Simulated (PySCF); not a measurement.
Calculation: PBE-D3(BJ)/def2-TZVP // B3LYP-D3(BJ)/def2-TZVP run with PySCF 2.14.0. All species are isolated molecules in the gas phase. Excitations are Tamm–Dancoff values on a coarser integration grid. The basis has no diffuse functions, so Rydberg states are missing or too high.

Reference species (SMILES): `C(#C)N=[SiH2]` (neutral, multiplicity 1).

The S1 excitation (TDA) is 2.13 eV. The LUMO is -3.19 eV. The HOMO is -5.24 eV and the HOMO–LUMO gap is 2.05 eV.

Changed species: `C=[SiH]C#N`.

What does the change do to the S1 excitation (TDA), LUMO, HOMO and HOMO–LUMO gap?

the S1 excitation (TDA) goes up by 2.50 eV, to 4.63 eV; the LUMO increases by 0.07 eV, to -3.12 eV; the HOMO drops by 1.10 eV, to -6.34 eV; the HOMO–LUMO gap increases by 1.16 eV, to 3.21 eV.
